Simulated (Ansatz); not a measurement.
Diatomic LiB, multiplicity 3 (lowest of 2S+1 = 1, 3 at CCSD(T)/def2-TZVPP on PBE0 minima; our sources give no spin for the ground state, which may be another).

D_e counts from the fitted minimum to each atom's lowest state at the same level, without counterpoise.

Correlated levels freeze the inner cores; with def2 sets outer-core shells near the valence are correlated too.

Codes used: Ansatz (an electronic-structure program) with Gaussian orbitals. Values without a source in brackets are computed.

```tsv
level	bond energy D_e (kcal/mol)
r2SCAN/def2-TZVPP	34.75
B97M-V/def2-TZVPP	34.67
PBE0/def2-TZVPP	30.89
BHLYP/def2-TZVPP	26.66
CAM-B3LYP/def2-TZVPP	29.15
wB97M-V/def2-TZVPP	29.93
CCSD/aug-cc-pVTZ	26.47
CCSD/def2-TZVPP	(withheld)
CCSD(T)/def2-QZVPP	(withheld)
```

**Question.** Fill in the missing entries.

**Answer.** 
- CCSD/def2-TZVPP, bond energy D_e (kcal/mol): 25.38
- CCSD(T)/def2-QZVPP, bond energy D_e (kcal/mol): 28.18
